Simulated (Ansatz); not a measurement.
Saddle point of BNH₈O₂, singlet (BH₃O ([BH2][OH]) + H₂O + NH₃ → BNH₄ ([BH2][NH2]) + H₂O + H₂O (still joined by a long B–O bond); bonds formed: O2–H7, H5–O8; dative contacts that become bonds: B1–N6; bonds broken: H5–N6, H7–O8; bonds weakened to dative contacts: B1–O2), PBE0-D4/def2-TZVP structure:

B1  (-0.996, -0.448, 0.340)
O2  (-0.012, -1.275, -0.586)
H3  (-1.938, -0.146, -0.353)
H4  (-1.264, -1.172, 1.273)
H5  (0.824, 0.878, -0.150)
N6  (-0.212, 0.836, 0.758)
H7  (0.799, -0.584, -0.903)
O8  (1.566, 0.485, -0.925)
H9  (0.355, -2.026, -0.115)
H10  (-0.797, 1.659, 0.699)
H11  (0.158, 0.799, 1.699)
H12  (1.518, 0.994, -1.737)
(Å)

Energies are electronic, without zero-point energy. Barriers and step energies count from the start structure reached by relaxing down the imaginary mode; all methods use the PBE0-D4 structures, on which another method's saddle can fall below an end. Computed with Ansatz 0.2.0 (basis: def2-TZVPP, with def2-QZVPP for the basis limit); correlated methods freeze the cores. B3LYP uses VWN-RPA correlation. Extrapolation: Hartree–Fock as exp(−7.88 √X), correlation as X^−2.97.

```csv
method,barrier (eV),step energy (eV)
SPW92,0.335,0.475
PBE-D4,0.615,0.602
BLYP-D4,0.732,0.650
r2SCAN-D4,0.693,0.658
B97M-V,0.924,0.758
PBE0-D4,0.733,0.664
B3LYP-D4,0.812,0.693
r2SCAN0-D4,?,0.696
BHLYP-D4,0.967,0.769
CAM-B3LYP-D4,0.806,0.695
wB97X-V,0.838,0.711
wB97M-V,0.850,0.695
B2PLYP,0.846,0.713
PBE-QIDH,0.816,0.709
RPA on PBE,?,0.722
HF,?,0.934
MP2,0.812,0.708
CCSD,0.954,0.765
CCSD(T),0.877,0.728
```

Q: Fill in the withheld barriers. (An estimate is asked for; the value comes from the calculation.)

A: Computed: RPA on PBE 0.848; HF 1.343; r2SCAN0-D4 0.779 eV. Each is the energy of the saddle less that of the start structure, by the same method.

For comparison, the barrier by CCSD(T) at an estimated basis limit (MP2 extrapolated from triple and quadruple zeta, plus CCSD(T) − MP2 in triple zeta) is 0.898 eV.

T1 diagnostic: at most 0.011.

Labels in which every atom is bracketed show which atoms are joined, not bond orders.

For scale, one of the runs: CCSD(T)/def2-TZVPP, 236 basis functions (an equivalent command: `ansatz run in.yaml --threads 4`). Time: 93 s of wall clock on 4 CPU threads; the host was shared. Peak host memory: 4.7 GiB.
